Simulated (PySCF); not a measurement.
## Working out the excitation energy of Be

Be [He] 2s2 (1S) → Be [He] 2s1 2p1 (3P). Computed with PySCF 2.14 in x2c-QZVPPall (7s4p2d1f, 36 functions), with the spin-free X2C one-electron Hamiltonian (Gaussian nucleus). Frozen: 1s2. Energies in hartree (1 hartree = 27.21139 eV):

```csv
part,Be (lower),Be (upper)
UHF,-14.575517,-14.516069
CCSD correlation,-0.045843,-0.004899
(T),0.000000,0.000000
```

Problem. What does Hartree-Fock give?

Solution. (-14.516069) − (-14.575517) = 0.059448 hartree = 1.618 eV.

Problem. What do CCSD and CCSD(T) give?

Solution. The CCSD correlation energies differ by 0.040944 hartree = 1.114 eV and the triples by 0.000000 hartree = 0.000 eV, so CCSD gives 2.732 eV and CCSD(T) 2.732 eV.

Measured between the centres of the two terms (NIST): 2.725 eV, so CCSD(T) (valence) is off by 0.007 eV.

What remains against the reference includes basis incompleteness, the frozen core and higher excitations.
